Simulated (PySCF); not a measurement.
Mo(O)(S)(Cl)(SH) (ClHMoOS₂), SMILES [O]=[Mo](=[S])([SH])[Cl], multiplicity 1.

Geometry optimised at B3LYP-D3(BJ)/def2-SVP. The spin state was assumed, not searched. The structure was generated by enumeration; whether it is a known compound was not checked. The def2 effective core potentials stand for the cores of Mo; spin–orbit coupling is left out. The values are those of a single conformer.

Two levels are set side by side: PBE/def2-TZVP (PySCF) and M06-2X/def2-TZVP (PySCF). Same geometry, gas phase. Differences are taken from unrounded values.

| quantity | M06-2X | PBE | PBE minus M06-2X |
|---|---|---|---|
| orbital gap (eV) | 6.33 | 2.61 | -3.72 |
| highest occupied level (eV) | -9.32 | -6.97 | 2.35 |
| lowest empty level (eV) | -2.99 | -4.36 | -1.37 |
| dipole moment (D) | 2.12 | 1.99 | -0.14 |
| mean polarisability (bohr³) | 96.0 | 97.8 | 1.8 |

Without exact exchange PBE keeps part of each electron's self-repulsion, which lifts occupied levels and narrows the gap. Differences between two approximate levels are no errors against the true value.

Rough cost on one machine, each run with all the roots and properties that it gave: M06-2X against PBE about 3 times.
